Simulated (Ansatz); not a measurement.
C₂H₇BCl₂O, SMILES `C[OH+][B-](C)(Cl)Cl`, relaxed with RKS PBE-D4/def2-SVP in the Gaussian-basis code of Ansatz from a rough embedded geometry. The force threshold is 0.03 eV/Å; the program also tests the step.

Total charge 0; spin multiplicity 1.

Start:

```xyz
13

C     0.889   -0.450    1.550
O     0.820    0.120    0.305
B    -0.557    0.051   -0.222
C    -0.627    0.668   -1.707
Cl   -1.786    0.921    0.844
Cl   -1.127   -1.754   -0.441
H     0.590   -1.523    1.639
H     1.989   -0.446    1.917
H     0.323    0.157    2.374
H     1.355   -0.466   -0.269
H    -0.299    1.799   -1.571
H     0.043    0.184   -2.375
H    -1.613    0.740   -2.044
```

Question: By how much does the energy fall, and how many steps does the optimiser take? (Best estimate.)

Answer: The calculation gave: 26.54 kcal/mol, in 9 steps, 2 of them rejected.

Question: Which bonds change most? (An estimate is asked.)

Answer: Computed: O2–B3 from 1.477 to 1.679 Å; C1–O2 from 1.370 to 1.455 Å; C4–H11 from 1.186 to 1.109 Å; C1–H9 from 1.169 to 1.103 Å.

Question: Give the relaxed structure. (An estimate is asked.)

Answer: Computed: 
```xyz
13

C     0.985   -0.500    1.676
O     0.767    0.059    0.351
B    -0.781    0.038   -0.301
C    -0.612    0.744   -1.715
Cl   -1.781    0.949    0.938
Cl   -1.180   -1.774   -0.382
H     0.690   -1.567    1.688
H     2.049   -0.358    1.940
H     0.330    0.078    2.350
H     1.309   -0.430   -0.304
H    -0.268    1.794   -1.617
H     0.086    0.204   -2.392
H    -1.593    0.763   -2.231
```
